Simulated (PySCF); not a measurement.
**Polarisability and C₆ of Sc²⁺ (scandium, charge +2)**

[Ar] 3d1, 2D determinant. Calculation: PySCF 2.14, in aug-cc-pVDZ-DK; the spin-free X2C one-electron Hamiltonian (Gaussian nucleus). Coupled (time-dependent) response in atomic units; α is the mean over directions. A double-zeta set is small for polarisabilities.

| method | mean α (bohr³) | α xx, yy, zz | C₆ (like pair) | S(−4) |
| --- | --- | --- | --- | --- |
| wB97X | 4.471 | 5.202, 5.202, 3.010 | 12.42 | 21.07 |
| TPSS | 4.679 | 5.487, 5.487, 3.061 | 13.01 | 25.29 |

S(−4) is the Cauchy moment in α(ω) = α(0) + S(−4) ω² + …

α(iu) at TPSS:

```
u (hartree)  α(iu) (bohr³)
          0          4.679
     0.0500          4.618
      0.100          4.456
      0.200          4.017
      0.300          3.609
      0.500          3.003
      0.750          2.453
       1.00          2.018
       1.50          1.383
       2.00         0.9745
       3.00         0.5351
       5.00         0.2229
```

For an ion, C₆ is the dispersion term alone; charge-induced terms of lower order in 1/R come first.

The components differ because the open shell of this determinant is not spherical; for a pure term their mean is the scalar polarisability.
